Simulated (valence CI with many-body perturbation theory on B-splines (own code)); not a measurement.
Hyperfine factors and g values of Hf XLII

Computed by valence CI with perturbative core correlation (CI+MBPT): three valence electrons over a frozen Dirac-Fock core [Ar] 3d10, a basis of 11 s, 11 p, 10 d, 8 f, 5 g, 2 h functions for each j, with the one-electron correlation potential Σ1 (screened to all orders), the two-electron term Σ2, the three-electron term Σ3, Breit, model QED; selected single and double excitations, second order for the rest, scaled by the run's own slope (own B-spline code, finite nucleus).

No measured spectrum was set against this ion. As an estimate, large intervals hold to a few tenths of a per cent, small ones and those within an open d or f shell to about a per cent.

A/g_I is the dipole constant over the nuclear g factor μ/I (μ in nuclear magnetons, uniformly magnetised nucleus), B/Q the quadrupole constant per barn. Both hold the static response of the core; the bare values leave it out. Large factors of s and p1/2 electrons are usually good to 5 to 10 %; those of open d and f shells near neutrality can be off by tens of per cent, and small factors of p3/2, d and f electrons come from cancelling terms and can be off by a factor of two or in sign, in half-filled shells by more. B is blank for J = 1/2, where it vanishes, and for nearly pure S terms. Energies count from the lowest level.

Levels are named by their leading jj configuration (3d3/2^4 stands for four electrons in 3d with j = 3/2), which in mixed levels can hold well under half, so a name can repeat and another be missing. Letters in brackets count levels of one name in rising energy.

| Level | E (eV) | g | A/g_I (MHz) | A/g_I bare | B/Q (MHz/b) | B/Q bare |
| --- | --- | --- | --- | --- | --- | --- |
| (4s^2 4p1/2) J=1/2 | 0.00 | 0.660 | 443000 | 429000 |  |  |
| (4s^2 4p3/2) J=3/2 | 84.79 | 1.329 | 53600 | 51500 | 106000 | 102000 |
| (4s 4p1/2^2) J=1/2 | 91.68 | 2.211 | 1340000 | 1300000 |  |  |
| (4s 4p1/2 4p3/2) J=3/2 [a] | 164.04 | 1.661 | 326000 | 315000 | 85900 | 83000 |
| (4s 4p1/2 4p3/2) J=5/2 | 172.02 | 1.363 | 392000 | 379000 | 70400 | 68100 |
| (4s 4p1/2 4p3/2) J=3/2 [b] | 183.42 | 0.972 | 6620 | 6450 | 72400 | 70000 |
| (4s 4p1/2 4p3/2) J=1/2 | 186.02 | 1.226 | -457000 | -441000 |  |  |
| (4s^2 4d3/2) J=3/2 | 238.11 | 0.829 | 15500 | 15800 | 10500 | 10500 |
| (4s 4p3/2^2) J=5/2 | 246.99 | 1.349 | 187000 | 181000 | 9100 | 8950 |
| (4s^2 4d5/2) J=5/2 | 263.06 | 1.276 | 151000 | 146000 | 48800 | 47500 |
| (4s 4p3/2^2) J=1/2 | 270.81 | 1.886 | 1380000 | 1330000 |  |  |
| (4s 4p3/2^2) J=3/2 | 274.52 | 1.188 | -201000 | -194000 | -23200 | -22500 |
| (4p1/2^2 4p3/2) J=3/2 | 275.65 | 1.326 | 48000 | 46900 | 98600 | 95300 |
| (4s 4p1/2 4d3/2) J=3/2 [a] | 310.50 | 0.499 | -125000 | -120000 | 22500 | 22000 |
| (4s 4p1/2 4d3/2) J=5/2 | 316.93 | 1.045 | 353000 | 342000 | 1440 | 1750 |
| (4s 4p1/2 4d3/2) J=1/2 | 329.64 | 0.387 | -552000 | -533000 |  |  |
| (4s 4p1/2 4d3/2) J=3/2 [b] | 330.40 | 1.310 | 339000 | 328000 | 14100 | 13700 |
| (4s 4p1/2 4d5/2) J=5/2 [a] | 335.84 | 1.335 | 115000 | 112000 | 14500 | 14300 |
| (4s 4p1/2 4d5/2) J=7/2 | 340.73 | 1.250 | 261000 | 253000 | -453 | -72.5 |
| (4s 4p1/2 4d5/2) J=3/2 | 343.55 | 1.258 | -213000 | -205000 | -10400 | -9880 |
| (4s 4p1/2 4d5/2) J=5/2 [b] | 344.74 | 1.136 | 61600 | 60200 | 11800 | 11600 |
| (4p1/2 4p3/2^2) J=5/2 | 362.32 | 1.100 | 101000 | 98100 | 35900 | 34900 |
| (4p1/2 4p3/2^2) J=3/2 | 364.13 | 1.246 | -84000 | -80600 | 29800 | 28900 |
| (4p1/2 4p3/2^2) J=1/2 | 365.96 | 0.660 | 433000 | 417000 |  |  |
| (4s 4p3/2 4d3/2) J=5/2 [a] | 403.00 | 1.220 | 170000 | 165000 | 41800 | 40400 |
| (4s 4p3/2 4d3/2) J=3/2 [a] | 403.42 | 1.336 | 214000 | 207000 | -7070 | -7040 |
| (4s 4p3/2 4d3/2) J=1/2 [a] | 403.47 | 2.320 | 711000 | 688000 |  |  |
| (4s 4p3/2 4d3/2) J=7/2 | 404.93 | 1.255 | 191000 | 186000 | 92800 | 89800 |
| (4s^2 4f5/2) J=5/2 | 408.78 | 0.918 | 22500 | 22200 | 15000 | 14300 |
| (4s 4p3/2 4d5/2) J=9/2 | 411.09 | 1.330 | 178000 | 172000 | 129000 | 125000 |
| (4s 4p3/2 4d3/2) J=3/2 [b] | 416.13 | 0.997 | -11800 | -10900 | -58400 | -56500 |
| (4s^2 4f7/2) J=7/2 | 417.29 | 1.208 | 58900 | 57500 | -4690 | -5020 |
| (4p1/2^2 4d3/2) J=3/2 | 418.72 | 0.767 | 26800 | 26100 | 18300 | 18000 |
| (4s 4p3/2 4d5/2) J=5/2 [a] | 422.26 | 1.348 | 273000 | 264000 | -56900 | -54900 |
| (4s 4p3/2 4d5/2) J=3/2 [a] | 424.23 | 1.207 | -68300 | -65300 | -63900 | -61700 |
| (4s 4p3/2 4d3/2) J=1/2 [b] | 425.25 | 0.589 | 158000 | 154000 |  |  |
| (4s 4p3/2 4d5/2) J=7/2 [a] | 429.29 | 1.173 | 19300 | 19100 | 115000 | 112000 |
| (4s 4p3/2 4d3/2) J=5/2 [b] | 432.28 | 0.960 | -48100 | -46000 | 43100 | 41800 |
| (4s 4p3/2 4d5/2) J=1/2 | 440.33 | 0.687 | -382000 | -367000 |  |  |
| (4s 4p3/2 4d5/2) J=7/2 [b] | 441.66 | 1.189 | 66600 | 65000 | 55900 | 54200 |

Take the isotope of mass number 177, with I = 7/2, μ = 0.791 μN and Q = 3.37 b. What is the hyperfine structure of (4s^2 4d3/2) J=3/2?

From the table A = 3500 MHz, B = 35300 MHz. Shifts from the centre of gravity in MHz: F = 2: -4710, F = 3: -19400, F = 4: -15500, F = 5: 27200.
